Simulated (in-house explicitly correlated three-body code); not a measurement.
Results of a calculation; reference values are marked as such.
Two electrons around a charge Z: the exact Kohn-Sham energy parts

The exact non-relativistic ground state comes from a variational code in 260 exponentially correlated functions, the Kohn-Sham parts from inverting its density (past Z = 6 the correlation energy is taken as exact minus Hartree-Fock, equal to within microhartrees), and self-consistent runs (Hartree-Fock is restricted) from a B-spline radial code. Z may be fractional; the second electron is bound down to Z = 0.911.

E_c tends to a constant and T_c to −E_c as Z grows.

```json
{"Z": "1.7", "E (Eh)": "-1.980684", "E_x (Eh)": "-0.83595", "E_c (mEh)": "-41.46", "T_c (mEh)": "35.03", "−T_c/E_c": "0.845", "binding (eV)": "14.58"}
{"Z": "1.92", "E (Eh)": "-2.639990", "E_x (Eh)": "-0.97433", "E_c (mEh)": "-41.95", "T_c (mEh)": "36.26", "−T_c/E_c": "0.864", "binding (eV)": "21.68"}
{"Z": "2.22", "E (Eh)": "-3.694958", "E_x (Eh)": "-1.16258", "E_c (mEh)": "-42.51", "T_c (mEh)": "37.57", "−T_c/E_c": "0.884", "binding (eV)": "33.49"}
{"Z": "2.52", "E (Eh)": "-4.929839", "E_x (Eh)": "-1.35056", "E_c (mEh)": "-42.96", "T_c (mEh)": "38.59", "−T_c/E_c": "0.898", "binding (eV)": "47.75"}
{"Z": "2.98", "E (Eh)": "-7.172796", "E_x (Eh)": "-1.63855", "E_c (mEh)": "-43.50", "T_c (mEh)": "39.78", "−T_c/E_c": "0.915", "binding (eV)": "74.36"}
{"Z": "3.24", "E (Eh)": "-8.627704", "E_x (Eh)": "-1.80124", "E_c (mEh)": "-43.74", "T_c (mEh)": "40.31", "−T_c/E_c": "0.922", "binding (eV)": "91.94"}
{"Z": "3.68", "E (Eh)": "-11.397793", "E_x (Eh)": "-2.07649", "E_c (mEh)": "-44.07", "T_c (mEh)": "41.05", "−T_c/E_c": "0.931", "binding (eV)": "125.9"}
{"Z": "4.4", "E (Eh)": "?", "E_x (Eh)": "?", "E_c (mEh)": "?", "T_c (mEh)": "?", "−T_c/E_c": "?", "binding (eV)": "?"}
{"Z": "5", "E (Eh)": "?", "E_x (Eh)": "?", "E_c (mEh)": "?", "T_c (mEh)": "?", "−T_c/E_c": "?", "binding (eV)": "?"}
{"Z": "5.4", "E (Eh)": "-25.941093", "E_x (Eh)": "-3.15202", "E_c (mEh)": "-44.88", "T_c (mEh)": "42.80", "−T_c/E_c": "0.954", "binding (eV)": "309.2"}
{"Z": "6.3", "E (Eh)": "-35.908813", "E_x (Eh)": "-3.71467", "E_c (mEh)": "-45.13", "T_c (mEh)": "43.34", "−T_c/E_c": "0.960", "binding (eV)": "437.1"}
{"Z": "7", "E (Eh)": "-44.781445", "E_x (Eh)": "-4.15225", "E_c (mEh)": "-45.28", "T_c (mEh)": "43.67", "−T_c/E_c": "0.964", "binding (eV)": "551.9"}
```

What belongs in the row Z = 5?

E (Eh): -22.030972; E_x (Eh): -2.90193; E_c (mEh): -44.74; T_c (mEh): 42.49; −T_c/E_c: 0.950; binding (eV): 259.4.

What belongs in the row Z = 4.4?

E (Eh): -16.765749; E_x (Eh): -2.52677; E_c (mEh): -44.49; T_c (mEh): 41.94; −T_c/E_c: 0.943; binding (eV): 192.8.

Where is correlation strongest relative to exchange?

E_c/E_x falls from 0.050 at Z = 1.7 to 0.0109 at Z = 7, since exchange grows as Z while correlation stays near −0.045 hartree.
